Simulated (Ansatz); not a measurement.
Ansatz (a program for electronic structure) input (BHLYP/def2-TZVPD):

Ansatz 0.2 input:
```yaml
crystal:
  periodic: [false, false, false]
  atoms:
    - {symbol: Pb, position_ang: [-0.00000000, -0.00000000, -0.20489551]}
    - {symbol: F, position_ang: [0.00000000, 0.00000000, 1.86682576]}
basis:
  gaussian:
    orbitals: def2-TZVPD
hamiltonian:
  xc: {name: BHLYP}
magnetization: {spin_polarized: true, initial_magnetization: 1}
output: {forces: true}
```

End of the output:

```
integrals: 0.02 GiB planned
746 factors; their error is unknown
mean field: 0.31 GiB planned
mean field evaluation 1: about -7959.5471 eV, gradient 2.9e1 eV
mean field evaluation 2: about -7948.6602 eV, gradient 6.6e1 eV
mean field evaluation 4: about -7962.5109 eV, gradient 9.1e-1 eV
mean field evaluation 8: about -7962.5155 eV, gradient 6.0e-2 eV
mean field evaluation 16: about -7962.6218 eV, gradient 4.0e-5 eV
mean field -7962.62184138 eV, -292.6209554117 hartree, gradient 3.6e-5 eV, S^2 0.752773; 0 other end points of the search recorded, 0 dependent functions left out
the calculation of the forces begins
reference -7962.62197284 eV, -292.6209602430 hartree; 16, 15 occupied and 80, 81 virtual orbitals, 746 factors
Total energy: -7962.62197284 eV, -292.6209602430 hartree
Atom 0 at    -0.000000    -0.000000    -0.204896 Å, force    -0.000000    -0.000000     0.344809 eV/Å
Atom 1 at     0.000000     0.000000     1.866826 Å, force     0.000000     0.000000    -0.344809 eV/Å
Dipole moment:     0.000000    -0.000000    -0.816088 e Å
```
